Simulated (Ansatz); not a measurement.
The same ligand exchange along the group B, Al, Ga, In.

Program: Ansatz. Geometries: PBE0-D4/def2-TZVP. ΔE: electronic, gas phase. CBS: MP2 limit from def2 TZ/QZ plus the TZ coupled-cluster correction, frozen cores. DFT in def2-TZVPP. def2 core potentials past Kr. For Ga, In, Se outer-core shells are correlated without core-valence functions, which leaves a few kJ/mol of doubt a bond. Scalar relativity is left out up to krypton.

```
                                                reaction  ωB97M-V (kJ/mol)  CCSD(T)/CBS(def2) (kJ/mol)
            `B[Se]C` + `O[SiH3]` → `BO[SiH3]` + `C[SeH]`               -44                         -36
`C[Se][AlH2]` + `O[SiH3]` → `[AlH2][O][SiH3]` + `C[SeH]`               -42                         -39
`C[Se][GaH2]` + `O[SiH3]` → `[SiH3][O][GaH2]` + `C[SeH]`                27                          31
`C[Se][InH2]` + `O[SiH3]` → `[SiH3][O][InH2]` + `C[SeH]`                53                          53
```

Largest T1 diagnostic: 0.015, for `[SiH3][O][InH2]`.
